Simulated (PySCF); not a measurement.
A single-point calculation

Pb(OH)4 (singlet). PySCF 2.14.0, RKS CAM-B3LYP, Pb def2-SVP with ECP60, O def2-SVP, H def2-SVP; non-relativistic Hamiltonian with scalar-relativistic core potentials where named; density fitting; no spin-orbit coupling. Purpose: singlet excitations, Tamm-Dancoff CAM-B3LYP.

```python
mol = gto.M(atom='''
Pb     0.05114     0.40062     0.00436
O      0.04886    -1.13195     1.47332
H     -0.46722    -0.76365     2.22354
O      0.28537    -0.58085    -1.86232
H     -0.12034    -1.46763    -1.74149
O      1.60115     1.84680     0.09049
H      2.34511     1.46236    -0.42311
O     -1.75241     1.47932     0.30170
H     -1.57943     2.37303    -0.06650''',
    basis={'Pb': 'def2-SVP', 'O': 'def2-SVP', 'H': 'def2-SVP'},
    ecp={'Pb': 'def2-SVP'},
    charge=0, spin=0)
mf = dft.RKS(mol, xc='CAMB3LYP')
mf.grids.atom_grid = (50, 194)
mf = mf.density_fit()  # fitting sets: Pb def2-universal-JKFIT, O def2-universal-JKFIT, H def2-universal-JKFIT
mf.conv_tol = 1e-08; mf.max_cycle = 55
mf.kernel(dm0)  # dm0: converged density of the relaxed state
td = mf.TDA(); td.nstates = 8; td.kernel()
```

Run from Python with OMP_NUM_THREADS=2; the lines above give its settings. Where DIIS fails, smearing, a level shift and second-order steps follow.
It took 46 s on 2 threads of Arm Neoverse V1, on a shared host, from an already converged density.

(1) Where do the frontier levels lie, over both spins?

(2) What are the Mulliken charges and spins?

(3) Which singlet excitations follow (Tamm-Dancoff, 8 states)?

The geometry was relaxed with BP86 (Pb def2-SVP with ECP60, O def2-SVP, H def2-SVP).

Answers

(1) HOMO -10.01 eV, LUMO -2.49 eV. 

(2) 
```tsv
atom	charge (e)	spin (e)
Pb1	1.017	0.000
O2	-0.459	0.000
H3	0.206	0.000
O4	-0.460	0.000
H5	0.206	0.000
O6	-0.460	0.000
H7	0.206	0.000
O8	-0.460	0.000
H9	0.205	0.000
```

(3) 
```tsv
state	eV	oscillator strength
1	3.94	0.0088
2	3.95	0.0089
3	3.97	0.0002
4	4.27	0.0585
5	5.90	0.2071
6	5.92	0.2138
7	5.95	0.1101
8	6.83	0.0000
```
